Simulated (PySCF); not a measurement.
How methods differ on the excitation energy of Te

Te [Kr] 4d10 5s2 5p4 (3P) → Te [Kr] 4d10 5s1 5p4 6s1 (5P), as a difference of total energies. All numbers are calculated (PySCF 2.14, a scalar-relativistic core potential, in aug-cc-pVQZ-PP with one added diffuse shell each of s, p, d, f, g type with ECP28MDF (8s8p6d4f3g, 117 functions)). Correlated levels: valence: 4s2 4p6 4d10 frozen. The calculations carry no spin-orbit coupling.

```
           method  excitation energy (eV)
              UHF                  13.773
              LDA                  15.133
              PBE                  14.800
             PBE0                  14.806
           r2SCAN                  14.790
    MP2 (valence)                  14.079
SCS-MP2 (valence)                  14.233
```

How much does correlation contribute at MP2 (valence)?

14.079 − (13.773) = 0.306 eV, measured against UHF.

The upper state lies above the first ionisation limit, where it may autoionise and the basis confines it. A Rydberg-like electron needs more diffuse functions than a valence basis has.

The promoted electron is Rydberg-like, and one or two diffuse shells describe it only roughly, which tends to raise the upper state.
